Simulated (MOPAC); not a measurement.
Input file for MOPAC: AM1 on C3H10Si (SMILES C[SiH](C)C).

```
AM1 1SCF PRECISE CHARGE=0 THREADS=1
C3H10Si

C     -0.90930555 1     1.52759955 1     0.12847254 1
Si     0.05346556 1     0.03744984 1    -0.48765915 1
C     -0.88296767 1    -1.54472888 1    -0.10439397 1
C      1.75641037 1    -0.00796129 1     0.30291086 1
H     -0.38425558 1     2.45848412 1    -0.09621936 1
H     -1.89629407 1     1.58065335 1    -0.33601346 1
H     -1.05208818 1     1.47786035 1     1.21086548 1
H      0.21529108 1     0.15071499 1    -1.96335306 1
H     -0.34551924 1    -2.42152879 1    -0.47192081 1
H     -1.01937259 1    -1.66442529 1     0.97333791 1
H     -1.87207124 1    -1.54124051 1    -0.56739308 1
H      2.32240920 1     0.89798472 1     0.07572839 1
H      1.67840100 1    -0.08894103 1     1.39001445 1
H      2.33589689 1    -0.86192116 1    -0.05437674 1
```

It printed:

```
*******************************************************************************
 **                                                                           **
 **                              MOPAC v23.2.5                                **
 **                                                                           **
 *******************************************************************************
 ** MOPAC's Digital Object Identifier: https://doi.org/10.5281/zenodo.6511958 **
 **                                                                           **
 ** Please cite the open-source release paper for use of this MOPAC version:  **
 ** J. E. Moussa and J. J. P. Stewart (2026)                                  **
 ** MOPAC: An open-source semiempirical molecular orbital program             **
 ** J. Open Source Softw., 11(119), 8025, https://doi.org/10.21105/joss.08025 **
 *******************************************************************************

                              AM1 CALCULATION RESULTS

 *******************************************************************************
 *  AM1        - The AM1 Hamiltonian to be used
 *
 *
 *
 *                 CHARGE ON SYSTEM = 0
 *
 *
 *
 *  PRECISE    - TIGHTER CRITERIA TO BE USED
 *  1SCF       - DO 1 SCF AND THEN STOP
 *  THREADS=1  - MULTI-THREADING NOT USED
 *  T=         - A TIME OF 172800.0 SECONDS REQUESTED
 *  DUMP=N     - RESTART FILE WRITTEN EVERY 7200.0 SECONDS REQUESTED
 *******************************************************************************
AM1 1SCF PRECISE CHARGE=0 THREADS=1
 C3H10Si

   ATOM   CHEMICAL          X               Y               Z
  NUMBER   SYMBOL      (ANGSTROMS)     (ANGSTROMS)     (ANGSTROMS)

     1       C         -0.90930555  *   1.52759955  *   0.12847254  *
     2      Si          0.05346556  *   0.03744984  *  -0.48765915  *
     3       C         -0.88296767  *  -1.54472888  *  -0.10439397  *
     4       C          1.75641037  *  -0.00796129  *   0.30291086  *
     5       H         -0.38425558  *   2.45848412  *  -0.09621936  *
     6       H         -1.89629407  *   1.58065335  *  -0.33601346  *
     7       H         -1.05208818  *   1.47786035  *   1.21086548  *
     8       H          0.21529108  *   0.15071499  *  -1.96335306  *
     9       H         -0.34551924  *  -2.42152879  *  -0.47192081  *
    10       H         -1.01937259  *  -1.66442529  *   0.97333791  *
    11       H         -1.87207124  *  -1.54124051  *  -0.56739308  *
    12       H          2.32240920  *   0.89798472  *   0.07572839  *
    13       H          1.67840100  *  -0.08894103  *   1.39001445  *
    14       H          2.33589689  *  -0.86192116  *  -0.05437674  *



          CARTESIAN COORDINATES

    NO.       ATOM           X           Y           Z

     1         C         -0.9093      1.5276      0.1285
     2        Si          0.0535      0.0374     -0.4877
     3         C         -0.8830     -1.5447     -0.1044
     4         C          1.7564     -0.0080      0.3029
     5         H         -0.3843      2.4585     -0.0962
     6         H         -1.8963      1.5807     -0.3360
     7         H         -1.0521      1.4779      1.2109
     8         H          0.2153      0.1507     -1.9634
     9         H         -0.3455     -2.4215     -0.4719
    10         H         -1.0194     -1.6644      0.9733
    11         H         -1.8721     -1.5412     -0.5674
    12         H          2.3224      0.8980      0.0757
    13         H          1.6784     -0.0889      1.3900
    14         H          2.3359     -0.8619     -0.0544

  H: (AM1): M.J.S. DEWAR ET AL, J. AM. CHEM. SOC. 107 3902-3909 (1985)
  C: (AM1): M.J.S. DEWAR ET AL, J. AM. CHEM. SOC. 107 3902-3909 (1985)
 Si: (AM1): M.J.S.DEWAR, C. JIE, ORGANOMETALLICS, 6, 1486-1490 (1987).

           Empirical Formula: C3 H10 Si  =    14 atoms



      MOLECULAR POINT GROUP   :   C3v


      RHF CALCULATION, NO. OF DOUBLY OCCUPIED LEVELS = 13


 -------------------------------------------------------------------------------
 AM1 1SCF PRECISE CHARGE=0 THREADS=1
 C3H10Si



     1SCF WAS SPECIFIED, SO BFGS WAS NOT USED
     SCF FIELD WAS ACHIEVED


                              AM1 CALCULATION
                                                       MOPAC v23.2.5 Linux




          FINAL HEAT OF FORMATION =        -36.12049 KCAL/MOL =    -151.12812 KJ/MOL


          COSMO AREA              =        128.94 SQUARE ANGSTROMS
          COSMO VOLUME            =        121.17 CUBIC ANGSTROMS

          IONIZATION POTENTIAL    =         11.079601 EV
          HOMO LUMO ENERGIES (EV) =        -11.080  1.729
          NO. OF FILLED LEVELS    =         13
          MOLECULAR WEIGHT        =         74.1975         POINT GROUP:  C3v

          MOLECULAR DIMENSIONS (Angstroms)

            Atom       Atom       Distance
            H     9    H     5     4.89461
            H    14    H     6     4.23890
            H     8    H    10     3.18636


          SCF CALCULATIONS        =          1





   ATOM   CHEMICAL          X               Y               Z
  NUMBER   SYMBOL      (ANGSTROMS)     (ANGSTROMS)     (ANGSTROMS)

     1       C         -0.90930555  *   1.52759955  *   0.12847254  *
     2      Si          0.05346556  *   0.03744984  *  -0.48765915  *
     3       C         -0.88296767  *  -1.54472888  *  -0.10439397  *
     4       C          1.75641037  *  -0.00796129  *   0.30291086  *
     5       H         -0.38425558  *   2.45848412  *  -0.09621936  *
     6       H         -1.89629407  *   1.58065335  *  -0.33601346  *
     7       H         -1.05208818  *   1.47786035  *   1.21086548  *
     8       H          0.21529108  *   0.15071499  *  -1.96335306  *
     9       H         -0.34551924  *  -2.42152879  *  -0.47192081  *
    10       H         -1.01937259  *  -1.66442529  *   0.97333791  *
    11       H         -1.87207124  *  -1.54124051  *  -0.56739308  *
    12       H          2.32240920  *   0.89798472  *   0.07572839  *
    13       H          1.67840100  *  -0.08894103  *   1.39001445  *
    14       H          2.33589689  *  -0.86192116  *  -0.05437674  *

                             CARTESIAN COORDINATES

   1    C       -0.909305550     1.527599550     0.128472540
   2   Si        0.053465560     0.037449840    -0.487659150
   3    C       -0.882967670    -1.544728880    -0.104393970
   4    C        1.756410370    -0.007961290     0.302910860
   5    H       -0.384255580     2.458484120    -0.096219360
   6    H       -1.896294070     1.580653350    -0.336013460
   7    H       -1.052088180     1.477860350     1.210865480
   8    H        0.215291080     0.150714990    -1.963353060
   9    H       -0.345519240    -2.421528790    -0.471920810
  10    H       -1.019372590    -1.664425290     0.973337910
  11    H       -1.872071240    -1.541240510    -0.567393080
  12    H        2.322409200     0.897984720     0.075728390
  13    H        1.678401000    -0.088941030     1.390014450
  14    H        2.335896890    -0.861921160    -0.054376740


           Empirical Formula: C3 H10 Si  =    14 atoms



      MOLECULAR POINT GROUP   :   C3v


                  EIGENVALUES
 -29.43855 -28.47649 -28.47630 -14.95578 -14.23367 -13.95230 -13.95214 -13.31859
 -13.31834 -13.13059 -11.14779 -11.14774 -11.07960   1.72926   1.72934   1.80540
   2.44229   4.58342   4.58348   4.62814   4.63647   4.63650   4.65831   5.38773
   5.46631   5.46631


              NET ATOMIC CHARGES AND DIPOLE CONTRIBUTIONS

  ATOM NO.   TYPE          CHARGE      No. of ELECS.   s-Pop       p-Pop
    1          C          -0.522758        4.5228     1.26062     3.26214
    2         Si           1.011303        2.9887     0.82259     2.16610
    3          C          -0.522759        4.5228     1.26062     3.26214
    4          C          -0.522760        4.5228     1.26062     3.26214
    5          H           0.085680        0.9143     0.91432
    6          H           0.085674        0.9143     0.91433
    7          H           0.084553        0.9154     0.91545
    8          H          -0.210746        1.2107     1.21075
    9          H           0.085674        0.9143     0.91433
   10          H           0.084550        0.9154     0.91545
   11          H           0.085683        0.9143     0.91432
   12          H           0.085674        0.9143     0.91433
   13          H           0.084553        0.9154     0.91545
   14          H           0.085680        0.9143     0.91432
 DIPOLE           X         Y         Z       TOTAL
 POINT-CHG.     0.038     0.027    -0.348     0.351
 HYBRID        -0.067    -0.047     0.613     0.618
 SUM           -0.029    -0.020     0.265     0.268


          ATOMIC ORBITAL ELECTRON POPULATIONS

     Atom    s        px        py        pz
    1  C   1.26062   1.07848   1.12369   1.05996
    2 Si   0.82259   0.70076   0.70036   0.76498
    3  C   1.26062   1.07671   1.13381   1.05161
    4  C   1.26062   1.14749   1.04593   1.06872
    5  H   0.91432
    6  H   0.91433
    7  H   0.91545
    8  H   1.21075
    9  H   0.91433
   10  H   0.91545
   11  H   0.91432
   12  H   0.91433
   13  H   0.91545
   14  H   0.91432

 **********************
 *                    *
 * JOB ENDED NORMALLY *
 *                    *
 **********************




 == MOPAC DONE ==
```

The run finished.

Cost: about 0.020 core-seconds (a rough figure).
